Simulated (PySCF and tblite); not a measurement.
C5H7F3O2, numbered as in [F:1][C:2]([F:3])([F:4])[CH:5]1[O:6][CH2:7][CH2:8][CH2:9][O:10]1.

Conformers came from 90 starts (ETKDG and KDG, MMFF94s, GFN2-xTB); geometries are PBE0-D3(BJ)/def2-SVP. Free energies are PBE0-D3(BJ)/def2-SVPD single points with GFN2-xTB rigid-rotor and vibrational terms (modes under about 100 cm⁻¹ blended into free rotors). Symmetry numbers and mirror images are counted. Conformers within 4 kcal/mol (GFN2-xTB free energy) were kept, 5 at most. Couplings: B3LYP/pcSseg-1 with pcJ-1 on H, F (gas phase; spin-dipole term only for pairs with B, N, F, Si or P). Couplings are for ¹⁹F, ¹H. Of two unlike H on one atom, a is the less shielded (PBE0/pcSseg-1). Programs: PySCF with density fitting and tblite.

The 6-ring runs over atoms 5–6–7–8–9–10. Of a mirror pair one member is shown.

```
conformer                                                                          shape  weight %
        1                                     6-ring chair (all substituents equatorial)      97.0
        2                                                        6-ring chair (C2 axial)       2.6
        3                    6-ring twist-boat (ring torsions -67, 23, 38, -64, 23, 43°)       0.4
        4  6-ring between boat and twist-boat (ring torsions -51, 59, -16, -38, 51, -3°)       0.0
```

Task: Give the couplings in each conformer and the averages at 298.15 K (pairs that fast motion interchanges averaged).

Result: 
| coupling | pairs | 1 | 2 | 3 | 4 | average (Hz) |
| --- | --- | --- | --- | --- | --- | --- |
| ³J(F1,H5) | 3 | 3.7 | 7.9 | 4.8 | 5.4 | 3.8 |
| ⁴J(H5,H7a) | 2 | -0.8 | -1.0 | -0.6 | -0.7 | -0.8 |
| ²J(H7a,H7b) | 2 | -13.0 | -12.9 | -13.1 | -12.2 | -13.0 |
| ³J(H7a,H8b) | 2 | 1.5 | 13.9 | 7.3 | 1.8 | 1.9 |
| ³J(H7a,H8a) | 2 | 5.5 | 3.0 | 9.5 | 8.3 | 5.5 |
| ⁴J(H7a,H9a) | 1 | 1.9 | 0.0 | -0.5 | 0.8 | 1.8 |
| ⁴J(H7a,H9b) | 2 | -0.8 | -0.8 | -0.3 | -0.8 | -0.8 |
| ³J(H7b,H8b) | 2 | 2.7 | 6.0 | 9.8 | 6.9 | 2.8 |
| ³J(H7b,H8a) | 2 | 13.2 | 1.6 | 5.5 | 12.7 | 12.9 |
| ²J(H8b,H8a) | 1 | -14.6 | -14.5 | -13.8 | -14.7 | -14.6 |

Computed couplings to fluorine can be off by tens of per cent at such levels.

F–F couplings are left out: such levels miss them by tens of Hz and can give the wrong sign.
